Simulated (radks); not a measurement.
The nuclear charge of the zinc ion Zn+ is varied continuously with 29 electrons held in [Ar] 3d10 4s1. Calculated with a radial shooting solver on a logarithmic mesh with Libxc functionals: scalar-relativistic Kohn-Sham, SCAN, spin-unpolarised, spherical densities, finite nucleus; meta-GGA in the generalised Kohn-Sham scheme; Fermi nuclear charge, rms radius 3.9283 fm. By the Hellmann-Feynman theorem dE/dZ = E(electron-nucleus)/Z, the electronic potential at the nucleus (averaged over a nucleus of fixed radius). The scalar-relativistic energy here is not variational (the density holds large components alone), so the two differ by a part that grows with Z.

Z,E (hartree),E(electron-nucleus)/Z (hartree),HOMO,e(HOMO) (eV),<r> HOMO (bohr)
29.6,-1738.97756,-141.346,4s,-9.894,2.569
29.8,-1767.40778,-142.642,4s,-11.894,2.478
30,-1796.09644,-143.936,4s,-14.002,2.395
30.2,-1825.04590,-145.229,4s,-16.215,2.321
30.4,-1854.25383,-146.521,4s,-18.528,2.252
30.6,-1883.72066,-147.811,4s,-20.940,2.189
30.8,-1913.44615,-149.100,4s,-23.446,2.131
31,-1943.43033,-150.389,4s,-26.045,2.076

The central difference of E at Z = 30 is -144.095 hartree, to compare with the third column; the second derivative is -6.52 hartree.
